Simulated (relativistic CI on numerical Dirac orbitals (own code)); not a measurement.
# Dy²⁺: N4,5 absorption edge

Computed with this model: Dirac-Coulomb-Breit CI, separate exchange-only KLI orbitals for each configuration, model QED, valence Slater integrals scaled by 0.8, multiplet model of core-to-valence dipole absorption; configurations [Xe] 4f10 → [Kr] 4d9 4f11 5s2 5p6; 300 K; Lorentzian 0.5 eV and Gaussian 0.2 eV FWHM. Energies are those of the free ion, without screening or charge transfer. The branching ratio is the share of the lower-energy edge in the whole absorption, uncertain by about 0.02 where the edges overlap. S is read from ⟨S²⟩ = S(S + 1).

free ion: ground-state S = 1.94, centroid 161.93 eV. Peaks (eV, height): 152.0 (12), 152.8 (14), 154.8 (11), 157.8 (8), 159.7 (64), 160.7 (17), 161.9 (39), 162.7 (16), 163.3 (17), 166.1 (100).

Strongest unbroadened transitions for free ion:

```csv
Energy (eV),Relative strength
151.94,10.6
152.83,11.8
154.83,9.8
156.03,3.0
157.79,4.9
159.27,18.9
159.74,57.9
160.74,8.8
161.53,18.1
161.90,28.2
162.12,2.8
162.70,7.7
163.29,11.7
163.37,1.5
166.13,100.0
166.73,4.0
167.09,10.1
167.48,4.5
```
